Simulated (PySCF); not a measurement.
**Computed properties of C2H7BFN, SMILES CCB(N)F**

B(F)(Et)(NH2) (C2H7BFN), SMILES NB(CC)F. Coordinates come from a ωB97X-D3(BJ)/def2-SVP optimisation. The values are those of a single conformer. All values are computed for the isolated molecule unless a solvent is named; none is compared with measurement here.

**Structure.** All 30 harmonic modes at ωB97X-D3(BJ)/def2-SVP (PySCF) are real, so it is a minimum. With heavy atoms numbered as in [B:1]([F:2])([CH2:3][CH3:4])[NH2:10], the shortest bond between them is B1–F2 at 1.354 Å and the longest B1–C3 at 1.581 Å.

**Vibrations.** The strongest infrared lines (harmonic, unscaled, degenerate partners summed) lie at 1607 cm⁻¹ (252 km/mol, H 61 %, N 23 %, B 15 %), 474 cm⁻¹ (173 km/mol, H 80 %, N 18 %), 1375 cm⁻¹ (173 km/mol, B 52 %, C 18 %, H 18 %, F 10 %). The softest mode is at 48 cm⁻¹ and the zero-point energy is 63.0 kcal/mol.

**Electronic structure.** r2SCAN/def2-TZVP (PySCF) places the frontier levels at -7.10 and 0.62 eV, a gap of 7.72 eV, and gives a dipole moment of 2.17 D and a mean polarisability of 47.3 bohr³. PBE/def2-TZVP (PySCF) at the same geometry gives -6.81 and -0.01 eV, so its gap is 0.92 eV narrower. An orbital gap is neither the optical nor the fundamental gap.

**Excitations.** TDDFT-PBE0/def2-SVPD (PySCF) has S1 at 7.31 eV (170 nm, f = 0.036, weak); the most intense of the 10 singlets computed lies at 8.41 eV (f = 0.14). T1 (TDA) is at 6.89 eV. TDDFT-PBE/def2-SVPD (PySCF) puts S1 at 6.63 eV. No vertical singlet excitation falls in the visible range (under 3.1 eV).

**NMR.** GIAO shifts at PBE0/pcSseg-1 (PySCF) (non-relativistic, atoms alike by connectivity averaged): ¹³C at 12.0 ppm against TMS; ¹H from 0.9 to 3.1 ppm against TMS; ¹⁹F at -122.1 ppm against CFCl3; ¹¹B at 21.6 ppm against BF3.
